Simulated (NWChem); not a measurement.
Species: SnS, singlet; SMILES [S]=[Sn]

```xyz
2

Sn     0.0000     0.0000    -0.5365
S      0.0000     0.0000     1.6861
```
Atoms are numbered in this order, from 1.

Results from NWChem. Low-valent species are run as closed-shell singlets; no triplet was tried in these runs. Geometry: optimised at PBE0/def2-SVP. def2 effective core potentials on Sn; no spin-orbit coupling. Static field.

**Question.** Order these by “anisotropy (bohr³)”, lowest first: PBE/def2-SVPD; B3LYP/def2-SVPD; BHandHLYP/def2-SVPD.

**Answer.** BHandHLYP/def2-SVPD (37.3), B3LYP/def2-SVPD (39.7), PBE/def2-SVPD (40.8)
